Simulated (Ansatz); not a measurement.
MoBr₄. The state is a triplet with charge 0. Geometry PBE-D4/def2-SVP, basis def2-TZVP, Ansatz.

```
run  HOMO (eV)  LUMO (eV)
  A      -8.69      -2.93
  B      -5.54      -4.27
  C      -6.07      -4.39
  D      -7.21      -3.73
```

In the def2 sets Mo takes a core potential; there is no spin–orbit coupling.

HOMO and LUMO are taken over both spins.

Q: The runs used BHLYP, PBE, PBE0, r2SCAN. Estimate which is which.

A: A BHLYP (50 % exact exchange); B PBE (0 % exact exchange); C r2SCAN (0 % exact exchange); D PBE0 (25 % exact exchange). Exact exchange lowers occupied and raises empty levels; among semilocal functionals meta-GGAs tend to open the gap a little, and such runs are hard to tell apart. The gap grows from 1.28 eV (PBE) to 5.76 eV (BHLYP).
